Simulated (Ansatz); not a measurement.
A short molecular-dynamics run on CH$_{3}$BF$_{2}$, SMILES `FBCF`.

```yaml
crystal:
  periodic: [false, false, false]
  atoms:
    - {symbol: F, position_ang: [-1.734099, -0.034946, -0.799626]}
    - {symbol: B, position_ang: [-0.621556, 0.517310, -0.365728]}
    - {symbol: C, position_ang: [0.511748, -0.352692, 0.269640]}
    - {symbol: F, position_ang: [0.233756, -1.704428, 0.325046]}
    - {symbol: H, position_ang: [-0.496807, 1.706482, -0.469258]}
    - {symbol: H, position_ang: [0.722811, 0.006842, 1.287600]}
    - {symbol: H, position_ang: [1.445347, -0.206568, -0.293474]}
basis:
  gaussian: {orbitals: def2-SVP}
hamiltonian: {xc: {name: PBE}, dispersion: d3bj}
md: {timestep: 0.5 fs, n_steps: 50, ensemble: nvt_nose_hoover, temperature: 1500, initial_velocities: maxwell_boltzmann, seed: 495}
```

```sh
$ ansatz run in.yaml --threads 2 --pin off --events-out ev --progress --plain --max-ram 4352MiB
```

```
step  time (fs)  potential energy (eV)  kinetic (eV)  T (K)  conserved (eV)
   0        0.0             -7183.5474        0.9695   1500      -7182.5779
   1        0.5             -7183.5183        0.9407   1456      -7182.5776
   2        1.0             -7183.4603        0.8834   1367      -7182.5769
   3        1.5             -7183.3834        0.8072   1249      -7182.5762
   4        2.0             -7183.2984        0.7228   1118      -7182.5756
   5        2.5             -7183.2143        0.6390    989      -7182.5753
   6        3.0             -7183.1366        0.5615    869      -7182.5751
   7        3.5             -7183.0686        0.4937    764      -7182.5750
   8        4.0             -7183.0127        0.4380    678      -7182.5748
   9        4.5             -7182.9711        0.3966    614      -7182.5747
  10        5.0             -7182.9456        0.3712    574      -7182.5746
  11        5.5             -7182.9369        0.3625    561      -7182.5747
  12        6.0             -7182.9438        0.3692    571      -7182.5749
  13        6.5             -7182.9631        0.3883    601      -7182.5752
  14        7.0             -7182.9906        0.4157    643      -7182.5755
  15        7.5             -7183.0227        0.4477    693      -7182.5756
  16        8.0             -7183.0576        0.4829    747      -7182.5756
  17        8.5             -7183.0965        0.5221    808      -7182.5754
  18        9.0             -7183.1413        0.5672    878      -7182.5754
  19        9.5             -7183.1922        0.6180    956      -7182.5757
  20       10.0             -7183.2447        0.6702   1037      -7182.5762
  21       10.5             -7183.2903        0.7155   1107      -7182.5768
  22       11.0             -7183.3198        0.7451   1153      -7182.5771
  23       11.5             -7183.3277        0.7533   1166      -7182.5771
  24       12.0             -7183.3135        0.7398   1145      -7182.5768
  25       12.5             -7183.2815        0.7085   1096      -7182.5764
  26       13.0             -7183.2369        0.6646   1028      -7182.5760
  27       13.5             -7183.1849        0.6131    949      -7182.5758
  28       14.0             -7183.1287        0.5575    863      -7182.5756
  29       14.5             -7183.0714        0.5006    775      -7182.5754
  30       15.0             -7183.0159        0.4456    690      -7182.5752
  31       15.5             -7182.9656        0.3958    612      -7182.5750
  32       16.0             -7182.9237        0.3542    548      -7182.5749
  33       16.5             -7182.8923        0.3231    500      -7182.5748
  34       17.0             -7182.8720        0.3030    469      -7182.5749
  35       17.5             -7182.8617        0.2926    453      -7182.5751
  36       18.0             -7182.8586        0.2896    448      -7182.5753
  37       18.5             -7182.8600        0.2911    450      -7182.5754
  38       19.0             -7182.8648        0.2963    458      -7182.5753
  39       19.5             -7182.8748        0.3068    475      -7182.5750
  40       20.0             -7182.8950        0.3276    507      -7182.5747
  41       20.5             -7182.9307        0.3639    563      -7182.5745
  42       21.0             -7182.9842        0.4174    646      -7182.5748
  43       21.5             -7183.0511        0.4841    749      -7182.5755
  44       22.0             -7183.1217        0.5545    858      -7182.5762
  45       22.5             -7183.1852        0.6182    957      -7182.5766
  46       23.0             -7183.2342        0.6678   1033      -7182.5767
  47       23.5             -7183.2667        0.7012   1085      -7182.5766
  48       24.0             -7183.2843        0.7198   1114      -7182.5764
  49       24.5             -7183.2896        0.7260   1123      -7182.5763
  50       25.0             -7183.2837        0.7208   1115      -7182.5764
```

Velocities are drawn at the set temperature; a run this short doesn't reach equilibrium.

Frames (Å, forces in eV/Å):

```xyz
7
time=0.0 fs
F    -1.734   -0.035   -0.800   -0.479   -0.216   -0.190
B    -0.622    0.517   -0.366    0.304   -0.110    0.154
C     0.512   -0.353    0.270   -0.377   -0.383   -0.121
F     0.234   -1.704    0.325   -0.139   -0.350   -0.016
H    -0.497    1.706   -0.469    0.025    0.502   -0.056
H     0.723    0.007    1.288    0.147    0.334    0.521
H     1.445   -0.207   -0.293    0.519    0.224   -0.292
7
time=1.0 fs
F    -1.719   -0.040   -0.793   -1.497   -0.630   -0.674
B    -0.635    0.522   -0.376    1.508    0.001    0.913
C     0.509   -0.347    0.267    0.302   -0.715   -1.319
F     0.227   -1.702    0.325   -0.205   -0.417   -0.237
H    -0.499    1.704   -0.431   -0.055    0.758   -0.188
H     0.710   -0.057    1.286    0.398    0.856    1.108
H     1.471   -0.210   -0.329   -0.451    0.147    0.396
7
time=2.0 fs
F    -1.705   -0.045   -0.786   -2.555   -1.098   -1.157
B    -0.647    0.526   -0.386    2.731    0.384    1.640
C     0.507   -0.341    0.264    0.803   -0.884   -1.829
F     0.221   -1.701    0.326   -0.263   -0.481   -0.457
H    -0.502    1.708   -0.395   -0.147    0.801   -0.293
H     0.700   -0.113    1.294    0.526    1.173    1.196
H     1.493   -0.211   -0.361   -1.095    0.105    0.902
7
time=3.0 fs
F    -1.692   -0.050   -0.780   -3.517   -1.551   -1.582
B    -0.656    0.531   -0.394    3.817    0.957    2.278
C     0.505   -0.336    0.259    1.141   -0.919   -1.511
F     0.214   -1.699    0.326   -0.307   -0.522   -0.656
H    -0.506    1.720   -0.361   -0.244    0.636   -0.386
H     0.696   -0.158    1.314    0.507    1.316    0.671
H     1.505   -0.212   -0.384   -1.396    0.083    1.185
7
time=4.0 fs
F    -1.681   -0.057   -0.774   -4.213   -1.890   -1.887
B    -0.663    0.537   -0.401    4.576    1.533    2.768
C     0.505   -0.332    0.253    1.298   -0.913   -0.689
F     0.208   -1.698    0.326   -0.332   -0.518   -0.816
H    -0.512    1.738   -0.332   -0.329    0.344   -0.473
H     0.696   -0.190    1.340    0.397    1.374   -0.165
H     1.503   -0.212   -0.397   -1.398    0.069    1.261
7
time=5.0 fs
F    -1.672   -0.064   -0.770   -4.497   -2.014   -2.024
B    -0.665    0.544   -0.405    4.847    1.908    3.053
C     0.505   -0.328    0.247    1.207   -0.915    0.249
F     0.201   -1.697    0.325   -0.333   -0.459   -0.927
H    -0.522    1.759   -0.306   -0.383    0.026   -0.551
H     0.700   -0.210    1.364    0.268    1.391   -0.933
H     1.488   -0.211   -0.397   -1.110    0.062    1.133
7
time=6.0 fs
F    -1.665   -0.072   -0.767   -4.309   -1.867   -1.978
B    -0.663    0.553   -0.406    4.569    1.950    3.107
C     0.506   -0.326    0.240    0.793   -0.926    1.124
F     0.194   -1.696    0.324   -0.311   -0.349   -0.990
H    -0.535    1.781   -0.286   -0.395   -0.243   -0.611
H     0.707   -0.215    1.380    0.158    1.366   -1.433
H     1.463   -0.209   -0.386   -0.506    0.069    0.780
7
time=7.0 fs
F    -1.661   -0.082   -0.764   -3.707   -1.463   -1.774
B    -0.656    0.564   -0.404    3.810    1.636    2.943
C     0.508   -0.324    0.235    0.037   -0.944    1.899
F     0.187   -1.696    0.322   -0.266   -0.193   -1.006
H    -0.552    1.800   -0.272   -0.363   -0.422   -0.642
H     0.715   -0.208    1.382    0.079    1.291   -1.619
H     1.433   -0.207   -0.369    0.410    0.096    0.200
7
time=8.0 fs
F    -1.658   -0.092   -0.763   -2.839   -0.881   -1.467
B    -0.647    0.576   -0.400    2.735    1.034    2.605
C     0.510   -0.323    0.231   -0.882   -0.963    2.450
F     0.179   -1.695    0.320   -0.199    0.003   -0.977
H    -0.573    1.815   -0.264   -0.293   -0.498   -0.639
H     0.724   -0.189    1.368    0.036    1.168   -1.486
H     1.407   -0.204   -0.349    1.444    0.136   -0.486
7
time=9.0 fs
F    -1.657   -0.102   -0.762   -1.877   -0.226   -1.116
B    -0.635    0.589   -0.393    1.539    0.256    2.149
C     0.511   -0.322    0.229   -1.498   -0.951    2.467
F     0.172   -1.695    0.317   -0.115    0.236   -0.899
H    -0.596    1.826   -0.262   -0.197   -0.470   -0.604
H     0.733   -0.158    1.341    0.038    1.013   -1.025
H     1.395   -0.200   -0.334    2.110    0.142   -0.973
7
time=10.0 fs
F    -1.657   -0.113   -0.762   -0.962    0.407   -0.769
B    -0.621    0.602   -0.385    0.385   -0.587    1.625
C     0.511   -0.323    0.229   -1.370   -0.877    1.695
F     0.164   -1.694    0.314   -0.016    0.499   -0.772
H    -0.621    1.832   -0.266   -0.085   -0.354   -0.539
H     0.743   -0.118    1.304    0.097    0.853   -0.266
H     1.402   -0.194   -0.328    1.952    0.060   -0.974
7
time=11.0 fs
F    -1.657   -0.123   -0.762   -0.181    0.957   -0.453
B    -0.607    0.614   -0.375   -0.628   -1.401    1.071
C     0.510   -0.324    0.230   -0.583   -0.759    0.378
F     0.157   -1.693    0.311    0.094    0.781   -0.600
H    -0.647    1.835   -0.275    0.029   -0.181   -0.452
H     0.754   -0.069    1.264    0.200    0.705    0.611
H     1.428   -0.188   -0.331    1.069   -0.102   -0.555
7
time=12.0 fs
F    -1.657   -0.133   -0.763    0.435    1.397   -0.178
B    -0.594    0.626   -0.364   -1.460   -2.103    0.519
C     0.508   -0.325    0.232    0.410   -0.600   -0.799
F     0.149   -1.692    0.307    0.210    1.059   -0.398
H    -0.673    1.836   -0.288    0.135    0.000   -0.355
H     0.767   -0.014    1.231    0.279    0.521    1.244
H     1.463   -0.183   -0.339   -0.009   -0.274   -0.033
7
time=13.0 fs
F    -1.657   -0.142   -0.764    0.888    1.726    0.056
B    -0.582    0.635   -0.353   -2.113   -2.629   -0.003
C     0.507   -0.327    0.233    1.306   -0.319   -1.295
F     0.142   -1.690    0.303    0.324    1.297   -0.190
H    -0.697    1.837   -0.305    0.233    0.132   -0.256
H     0.782    0.046    1.208    0.235    0.193    1.322
H     1.499   -0.180   -0.348   -0.873   -0.400    0.366
7
time=14.0 fs
F    -1.657   -0.151   -0.764    1.201    1.955    0.252
B    -0.572    0.642   -0.341   -2.609   -2.941   -0.468
C     0.507   -0.330    0.233    2.009    0.133   -1.119
F     0.135   -1.688    0.299    0.426    1.467    0.007
H    -0.719    1.839   -0.324    0.325    0.170   -0.161
H     0.799    0.108    1.199    0.050   -0.313    0.901
H     1.527   -0.181   -0.353   -1.401   -0.470    0.587
7
time=15.0 fs
F    -1.656   -0.158   -0.765    1.402    2.102    0.414
B    -0.564    0.647   -0.330   -2.968   -3.042   -0.864
C     0.509   -0.332    0.232    2.449    0.655   -0.633
F     0.128   -1.685    0.295    0.508    1.555    0.181
H    -0.738    1.843   -0.345    0.412    0.103   -0.069
H     0.817    0.167    1.197   -0.195   -0.884    0.325
H     1.541   -0.187   -0.352   -1.608   -0.489    0.647
7
time=16.0 fs
F    -1.654   -0.164   -0.765    1.516    2.184    0.545
B    -0.559    0.649   -0.320   -3.204   -2.974   -1.196
C     0.512   -0.334    0.231    2.542    1.096   -0.128
F     0.121   -1.681    0.291    0.569    1.564    0.330
H    -0.753    1.848   -0.366    0.492   -0.044    0.021
H     0.833    0.218    1.199   -0.405   -1.368   -0.130
H     1.540   -0.197   -0.346   -1.509   -0.460    0.556
7
time=17.0 fs
F    -1.652   -0.170   -0.765    1.562    2.215    0.648
B    -0.557    0.648   -0.311   -3.319   -2.798   -1.471
C     0.517   -0.335    0.229    2.210    1.366    0.333
F     0.114   -1.676    0.287    0.606    1.507    0.455
H    -0.764    1.852   -0.387    0.553   -0.223    0.112
H     0.845    0.255    1.200   -0.535   -1.686   -0.373
H     1.525   -0.212   -0.334   -1.077   -0.381    0.295
7
time=18.0 fs
F    -1.648   -0.174   -0.764    1.548    2.199    0.723
B    -0.558    0.645   -0.303   -3.306   -2.576   -1.697
C     0.525   -0.334    0.228    1.403    1.443    0.798
F     0.108   -1.671    0.283    0.623    1.396    0.559
H    -0.769    1.854   -0.407    0.585   -0.382    0.200
H     0.853    0.277    1.197   -0.576   -1.828   -0.419
H     1.500   -0.230   -0.320   -0.276   -0.252   -0.164
7
time=19.0 fs
F    -1.644   -0.177   -0.764    1.471    2.137    0.765
B    -0.561    0.639   -0.297   -3.157   -2.346   -1.875
C     0.533   -0.333    0.227    0.213    1.347    1.265
F     0.102   -1.664    0.280    0.620    1.243    0.642
H    -0.769    1.853   -0.425    0.578   -0.484    0.279
H     0.854    0.281    1.190   -0.527   -1.803   -0.293
H     1.473   -0.251   -0.307    0.802   -0.095   -0.784
7
time=20.0 fs
F    -1.640   -0.179   -0.762    1.325    2.022    0.767
B    -0.568    0.632   -0.292   -2.864   -2.122   -1.994
C     0.541   -0.331    0.228   -0.954    1.117    1.522
F     0.097   -1.658    0.277    0.600    1.059    0.705
H    -0.763    1.847   -0.441    0.532   -0.508    0.342
H     0.851    0.268    1.181   -0.386   -1.614    0.001
H     1.453   -0.273   -0.302    1.747    0.045   -1.342
7
time=21.0 fs
F    -1.634   -0.179   -0.761    1.092    1.841    0.716
B    -0.577    0.622   -0.289   -2.424   -1.894   -2.030
C     0.549   -0.327    0.229   -1.495    0.768    1.201
F     0.092   -1.650    0.274    0.566    0.849    0.743
H    -0.752    1.836   -0.453    0.449   -0.447    0.380
H     0.844    0.240    1.172   -0.151   -1.262    0.467
H     1.449   -0.294   -0.309    1.961    0.145   -1.478
7
time=22.0 fs
F    -1.628   -0.179   -0.759    0.756    1.580    0.603
B    -0.588    0.611   -0.288   -1.833   -1.635   -1.954
C     0.556   -0.323    0.232   -1.225    0.298    0.204
F     0.087   -1.642    0.272    0.526    0.621    0.748
H    -0.737    1.821   -0.462    0.340   -0.311    0.389
H     0.836    0.200    1.167    0.153   -0.791    1.055
H     1.463   -0.314   -0.331    1.284    0.238   -1.045
7
time=23.0 fs
F    -1.622   -0.179   -0.757    0.296    1.221    0.418
B    -0.601    0.598   -0.289   -1.083   -1.304   -1.741
C     0.561   -0.319    0.235   -0.570   -0.201   -1.009
F     0.082   -1.634    0.270    0.486    0.380    0.710
H    -0.718    1.803   -0.467    0.214   -0.124    0.369
H     0.829    0.152    1.172    0.446   -0.330    1.556
H     1.490   -0.332   -0.362    0.211    0.359   -0.303
7
time=24.0 fs
F    -1.615   -0.177   -0.754   -0.306    0.750    0.154
B    -0.614    0.584   -0.291   -0.170   -0.855   -1.383
C     0.567   -0.315    0.236    0.041   -0.536   -1.744
F     0.078   -1.626    0.269    0.450    0.121    0.625
H    -0.698    1.784   -0.468    0.083    0.078    0.326
H     0.826    0.101    1.192    0.611   -0.045    1.620
H     1.519   -0.346   -0.396   -0.710    0.487    0.402
7
time=25.0 fs
F    -1.609   -0.175   -0.752   -1.051    0.165   -0.186
B    -0.628    0.569   -0.294    0.888   -0.247   -0.897
C     0.572   -0.312    0.237    0.475   -0.632   -1.639
F     0.073   -1.617    0.267    0.414   -0.160    0.501
H    -0.676    1.765   -0.467   -0.043    0.253    0.271
H     0.829    0.049    1.227    0.588    0.037    1.052
H     1.541   -0.356   -0.426   -1.271    0.584    0.898
```

Run time 38 s (2 threads of an Arm Neoverse V1 on a shared host); peak host memory 0.12 GiB.
